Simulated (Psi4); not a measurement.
H4HfO4, charge -1, doublet, geometry from GFN2-xTB of the parent state (such geometries of metal compounds can be far from the true shape) (a state made from the parent by changing its charge; the spin is typed, not shown lowest) (core potentials on Hf) (a gas-phase anion, which may not be bound at this level); Psi4 with TPSS/def2-SV(P).

Here is a job for Psi4.
```
memory 2 GB

molecule {
-1 2
  Hf   -0.00000000   -0.00000000   -0.00000000
  O     1.79081072   -0.22160625   -0.50114263
  H     2.00040917    0.32543936   -1.26752251
  O     0.09737753    0.18678386    1.86088304
  H     1.01629506    0.22252876    2.15215851
  O    -0.59378873    1.36890887   -1.13170657
  H    -1.45429680    1.15011577   -1.50877946
  O    -1.29439952   -1.33408649   -0.22803385
  H    -1.56240743   -1.69808389    0.62414347
}

set basis def2-sv(p)
set reference uks

energy('tpss')
print_variables()
```

It wrote (shortened):

```
   => Loading Basis Set <=

    Name: DEF2-SV(P)
    Role: ORBITAL
    Keyword: BASIS

    !!!  WARNING: ECP capability is in beta. Please check occupations closely.  !!!

         ---------------------------------------------------------
                                   SCF
               by Justin Turney, Rob Parrish, Andy Simmonett
                          and Daniel G. A. Smith
                              UKS Reference
         ---------------------------------------------------------

  ==> Geometry <==

    Molecular point group: c1
    Full point group: C1

    Geometry (in Angstrom), charge = -1, multiplicity = 2:

       Center              X                  Y                   Z               Mass
    ------------   -----------------  -----------------  -----------------  -----------------
         HF          -0.000000000000     0.000000000645     0.000000000604   179.946557000000
         O            1.790810720000    -0.221606249355    -0.501142629396    15.994914619570
         H            2.000409170000     0.325439360645    -1.267522509396     1.007825032230
         O            0.097377530000     0.186783860645     1.860883040604    15.994914619570
         H            1.016295060000     0.222528760645     2.152158510604     1.007825032230
         O           -0.593788730000     1.368908870645    -1.131706569396    15.994914619570
         H           -1.454296800000     1.150115770645    -1.508779459396     1.007825032230
         O           -1.294399520000    -1.334086489355    -0.228033849396    15.994914619570
         H           -1.562407430000    -1.698083889355     0.624143470604     1.007825032230

  Running in c1 symmetry.

  Rotational constants: A =      0.11198  B =      0.11198  C =      0.08700 [cm^-1]
  Rotational constants: A =   3356.94559  B =   3356.94558  C =   2608.23861 [MHz]
  Nuclear repulsion =  219.342007782907132

  Charge       = -1
  Multiplicity = 2
  Electrons    = 49
  Nalpha       = 25
  Nbeta        = 24

  ==> Algorithm <==

  SCF Algorithm Type is DF.
  DIIS enabled.
  MOM disabled.
  Fractional occupation disabled.
  Guess Type is SAD.
  Energy threshold   = 1.00e-06
  Density threshold  = 1.00e-06
  Integral threshold = 1.00e-12

  ==> Primary Basis <==

  Basis Set: DEF2-SV(P)
    Blend: DEF2-SV(P)
    Number of shells: 43
    Number of basis functions: 89
    Number of Cartesian functions: 95
    Spherical Harmonics?: true
    Max angular momentum: 2

  Core potential: DEF2-SV(P)
[...]
      Ntotal   =   49.0000294459 ; deviation = 2.945e-05

   @Spin Contamination Metric:   1.000369033E-03
   @S^2 Expected:                7.500000000E-01
   @S^2 Observed:                7.510003690E-01
   @S   Expected:                5.000000000E-01
   @S   Observed:                5.000000000E-01

    Orbital Energies [Eh]
    ---------------------

    Alpha Occupied:

[...]
      25A      0.101183

    Alpha Virtual:

[...]
      89A    707.261308

    Beta Occupied:

[...]
    Beta Virtual:

[...]
    Final Occupation by Irrep:
              A
    DOCC [    24 ]
    SOCC [     1 ]
    NA   [    25 ]
    NB   [    24 ]

  @DF-UKS Final Energy:  -351.23295155797666

   => Energetics <=

    Nuclear Repulsion Energy =            219.3420077829071317
    One-Electron Energy =                -942.5084382565715941
    Two-Electron Energy =                 414.1619565378092034
    DFT Exchange-Correlation Energy =     -42.2284776221214031
    Empirical Dispersion Energy =           0.0000000000000000
    VV10 Nonlocal Energy =                  0.0000000000000000
    Total Energy =                       -351.2329515579766621

  UHF NO Occupations:
  HONO-2 :   23  A 1.9998723
  HONO-1 :   24  A 1.9998648
  HONO-0 :   25  A 1.0000000
  LUNO+0 :   26  A 0.0001352
  LUNO+1 :   27  A 0.0001277
  LUNO+2 :   28  A 0.0000837
  LUNO+3 :   29  A 0.0000836

Computation Completed

Properties will be evaluated at   0.000000,   0.000000,   0.000000 [a0]

Properties computed using the SCF density matrix

 Multipole Moments:

 ------------------------------------------------------------------------------------
     Multipole            Electronic (a.u.)      Nuclear  (a.u.)        Total (a.u.)
 ------------------------------------------------------------------------------------

 L = 1.  Multiply by 2.5417464519 to convert [e a0] to [Debye]
 Dipole X            :         -0.0000649            0.0000000           -0.0000649
 Dipole Y            :         -0.0000884           -0.0000001           -0.0000885
 Dipole Z            :         -0.0000198           -0.0000001           -0.0000199
 Magnitude           :                                                    0.0001115

 ------------------------------------------------------------------------------------

  Variable Map:
  ----------------------------------------------------------------------------
[...]
  Array Variable Map:
  ----------------------------------------------------------------------------
[...]
[...]
```
